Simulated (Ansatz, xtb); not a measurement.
# Ligand exchange: C2H6 + ICl → C2H5I + HCl

Species: C2H6 (ethane) `CC`, singlet; ICl (iodine monochloride), singlet; C2H5I (iodoethane) `CCI`, singlet; HCl (hydrogen chloride), singlet. The partners trade H for I: C–H and Cl–I bonds give way to C–I and Cl–H.

Shapes, held fixed at every level: PBE0-D4/def2-TZVP. Programs: Ansatz 0.2.0, xtb 6.7.1. The zero-point and thermal change to 298 K, harmonic and unscaled (PBE0-D4/def2-TZVP), is -7.2 kJ/mol.

**What was measured.** Tabulated heats of formation (Active Thermochemical Tables): C2H6 -83.8; ICl +17.4; C2H5I -7.1; HCl -92.2 kJ/mol, which give ΔH(298 K) = -32.8 kJ/mol.

| level | kind | ΔH (kJ/mol) | computed − measured | CPU time (all species) |
| --- | --- | --- | --- | --- |
| GFN2-xTB | semi-empirical | +23.8 | +56.7 | 0.19 s |
| HF/def2-TZVPP | Hartree–Fock | -36.2 | -3.4 | – |
| SPW92/def2-TZVPP | LDA | -41.5 | -8.6 | 4.9 s |
| PBE-D4/def2-TZVPP | GGA | -33.1 | -0.3 | 9.4 s |
| B3LYP-D4/def2-TZVPP | global hybrid | -30.8 | +2.1 | 13 s |
| PBE0-D4/def2-TZVPP | global hybrid | -38.0 | -5.1 | 9.8 s |
| MP2/def2-TZVPP | perturbation theory | -60.9 | -28.1 | – |
| CCSD(T)/def2-TZVPP | coupled cluster or CI | -51.8 | -18.9 | 3 min |

Nearest: PBE-D4/def2-TZVPP (-0.3); farthest: GFN2-xTB (+56.7). 5 of 8 levels lie within 10 kJ/mol. The wrong sign comes from GFN2-xTB. For atoms past krypton def2 sets carry core potentials with scalar relativity. Outer-core shells of I are correlated in most correlated rows, in sets that cover them unevenly. Times are processor times on shared x86 and Arm servers, and rough.
